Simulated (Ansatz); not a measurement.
Relaxation of CH9SSbSi2 (14 atoms, charge 0, multiplicity 1), to a largest force component of 0.015 eV/Å in at most 40 steps.

Computed with RKS PBE0-D4/def2-SVP (Ansatz 0.2.0).

```xyz
14
Properties=species:S:1:pos:R:3:forces:R:3
Si -1.736 0.499 -0.717 -0.57 1.71 -0.68
C -0.197 -0.311 -0.252 1.60 1.08 0.78
Sb -0.403 -1.055 1.757 0.48 -0.91 0.35
Si 1.295 0.920 -0.367 -1.93 -0.25 -0.11
S 3.093 -0.102 -0.053 0.54 -0.48 1.88
H -1.678 1.063 -2.108 0.01 -0.05 0.01
H -2.009 1.669 0.191 0.01 -0.12 0.00
H -2.857 -0.398 -0.650 -0.96 -0.75 0.08
H -0.005 -1.137 -0.903 0.28 -0.97 -0.73
H 0.985 -2.157 1.558 -0.67 0.39 0.15
H -1.548 -2.273 1.288 0.23 0.12 0.11
H 1.064 1.978 0.656 0.10 0.08 0.08
H 1.185 1.535 -1.722 0.42 -0.02 -0.05
H 2.797 -0.259 1.352 0.46 0.18 -1.88
```

**Question.** Where does it end, and by what steps?

**Answer.** The forces met the threshold. After 6 steps the energy has fallen by 0.403 eV; H14 moved furthest, 0.19 Å.

| step | energy less start (eV) | largest force component (eV/Å) | accepted |
| --- | --- | --- | --- |
| 0 | 0.0000 | 1.932 | yes |
| 1 | -0.2928 | 1.255 | yes |
| 2 | -0.3892 | 0.310 | yes |
| 3 | -0.4006 | 0.093 | yes |
| 4 | -0.4018 | 0.029 | yes |
| 5 | -0.4026 | 0.021 | yes |
| 6 | -0.4028 | 0.009 | yes |

```xyz
14
Properties=species:S:1:pos:R:3
Si -1.825 0.550 -0.746
C -0.207 -0.262 -0.225
Sb -0.392 -1.098 1.806
Si 1.254 0.908 -0.337
S 3.152 -0.065 -0.038
H -1.724 1.085 -2.139
H -2.146 1.684 0.175
H -2.949 -0.435 -0.689
H -0.014 -1.113 -0.901
H 0.925 -2.179 1.581
H -1.506 -2.308 1.315
H 1.075 2.011 0.657
H 1.370 1.482 -1.710
H 2.975 -0.290 1.282
```

Whether the end is a true minimum wasn't checked by a vibrational analysis.

The run took 54 s on 2 threads of Arm Neoverse V2 (shared host), peak memory 0.45 GiB.
